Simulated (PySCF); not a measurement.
(3Z)-3-methylpenta-1,3-diene (C6H10), SMILES C=C/C(C)=C\C.

The structure is a stationary point at PBE-D3(BJ)/def2-SVP. One conformer was computed; it need not be the lowest.

Method: PBE/def2-TZVP run with PySCF.

Symmetry labels are those of the subgroup Cs that the program uses (full group Cs).

**Question.** List the valence orbital energies around the gap with their symmetry. (Estimate from the structure and the level; the computed values follow.)

**Answer.** 
| orbital | symmetry | energy (eV) |
|---|---|---|
| HOMO−7 | A" | -9.75 |
| HOMO−6 | A' | -9.72 |
| HOMO−5 | A' | -9.30 |
| HOMO−4 | A' | -8.97 |
| HOMO−3 | A' | -8.61 |
| HOMO−2 | A' | -7.80 |
| HOMO−1 | A" | -7.23 |
| HOMO | A" | -5.38 |
| LUMO | A" | -1.68 |
| LUMO+1 | A' | 0.71 |
| LUMO+2 | A" | 0.85 |
| LUMO+3 | A' | 0.86 |
